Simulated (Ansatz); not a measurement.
Cost and result for the atomization energy of C$_{4}$H$_{8}$O$_{2}$Si (`C=C[Si](O)(O)C=C`) (15 atoms, 14 bonds).

```tsv
atom	x (Å)	y (Å)	z (Å)
C1	-0.119	-1.538	-1.479
C2	-0.769	-0.405	-1.222
Si3	-0.134	0.954	-0.120
O4	-1.422	1.843	0.404
O5	0.835	2.016	-0.906
C6	0.892	0.293	1.276
C7	0.761	-0.920	1.807
H8	-0.514	-2.294	-2.153
H9	0.846	-1.758	-1.030
H10	-1.729	-0.253	-1.716
H11	-2.105	1.387	0.897
H12	0.425	2.599	-1.546
H13	1.625	0.968	1.718
H14	0.050	-1.643	1.416
H15	1.357	-1.249	2.654
```

The species carries charge 0 and has multiplicity 1. The structure was optimised at the PBE0-D4/def2-TZVP level. It is one conformer, not always the lowest. Program: Ansatz. All runs use 2 threads of an AMD EPYC 7R13 on a shared host and a share of an NVIDIA H100 80 GB. Times are those of one run each, without the atoms' runs, and a repeat can differ threefold. Electronic energies, without spin–orbit coupling; frozen cores. CCSD(T)/CBS adds CCSD(T) − MP2 in def2-TZVPP to the MP2 limit, and its time is that of the two runs behind it. T1 = 0.012. B3LYP takes the VWN-RPA correlation (the form of Gaussian; ORCA's B3LYP/G).

CCSD(T)/CBS is a level of theory with its own doubt, some kJ/mol a heavy atom from the limit and from the frozen cores, so smaller differences don't rank the functionals.

```json
{"level": "PBE-D4/def2-TZVPP (with forces)", "functions": "340", "wall time": "2.4 s"}
{"level": "B3LYP-D4/def2-TZVPP (with forces)", "functions": "340", "wall time": "2.5 s"}
{"level": "B2PLYP/def2-TZVPP", "functions": "340", "wall time": "2.8 s"}
{"level": "PBE0-D4/def2-TZVPP", "functions": "340", "wall time": "3 s"}
{"level": "ωB97X-V/def2-TZVPP", "functions": "340", "wall time": "3.2 s"}
{"level": "r2SCAN-D4/def2-TZVPP (with forces)", "functions": "340", "wall time": "3.5 s"}
{"level": "MP2/def2-QZVPP", "functions": "652", "wall time": "3.8 s"}
{"level": "ωB97M-V/def2-TZVPP (with forces)", "functions": "340", "wall time": "4.2 s"}
{"level": "CCSD(T)/def2-TZVPP", "functions": "340", "wall time": "11 s"}
{"level": "CCSD(T)/CBS(def2)", "functions": "–", "wall time": "15 s"}
```

Q: What atomization energy does each give, and how far from CCSD(T)/CBS? (An estimate is asked.)

A: Computed: 
| level | atomization (kcal/mol) | difference from CCSD(T)/CBS | per bond |
| --- | --- | --- | --- |
| PBE-D4/def2-TZVPP (with forces) | 1537.7 | 27.9 | 2.0 |
| B3LYP-D4/def2-TZVPP (with forces) | 1505.5 | -4.3 | -0.3 |
| B2PLYP/def2-TZVPP | 1492.1 | -17.7 | -1.3 |
| PBE0-D4/def2-TZVPP | 1508.4 | -1.4 | -0.1 |
| ωB97X-V/def2-TZVPP | 1506.3 | -3.5 | -0.3 |
| r2SCAN-D4/def2-TZVPP (with forces) | 1510.3 | 0.5 | 0.0 |
| MP2/def2-QZVPP | 1525.2 | 15.4 | 1.1 |
| ωB97M-V/def2-TZVPP (with forces) | 1511.3 | 1.5 | 0.1 |
| CCSD(T)/def2-TZVPP | 1470.1 | -39.7 | -2.8 |
| CCSD(T)/CBS(def2) | 1509.8 | 0.0 | 0.0 |

The D4 term adds +14.0 kcal/mol with B3LYP and +7.5 kcal/mol with PBE0; it sums over pairs of atoms, weighted by their polarisabilities, and B3LYP, whose exchange is more repulsive, gets the larger term. From PBE to PBE0 (25 % exact exchange), in def2-TZVPP and without D4, the atomization energy moves by −28.0 kcal/mol: exact exchange takes away binding that semilocal exchange gives to molecules. In def2-TZVPP, CCSD(T) changes the Hartree–Fock value by +366.8 kcal/mol (the triples alone add +23.8 kcal/mol) and MP2 by +398.3 kcal/mol; breaking electron pairs costs correlation energy, which Hartree–Fock lacks.
